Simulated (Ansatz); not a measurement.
Harmonic frequencies (cm⁻¹) at PBE0-D4/def2-TZVP from Ansatz: 157, 174, 190, 234, 257, 269, 291, 297, 397, 449, 493, 688, 753, 768, 829, 849, 902, 950, 1280, 1446, 1449, 1570, 1580, 3051, 3134, 3144, 3605, 3623, 3701, 3725.

Each molecule was computed in one conformer, which needn't be the lowest.

(1) Which molecule is it?
A. `N[Si](F)(F)[SiH3]`
B. `CN(C)[SiH3]`
C. `C[SiH2]C(F)(F)F`
D. `C[Si](N)(N)Cl`

Results:

(1) D.
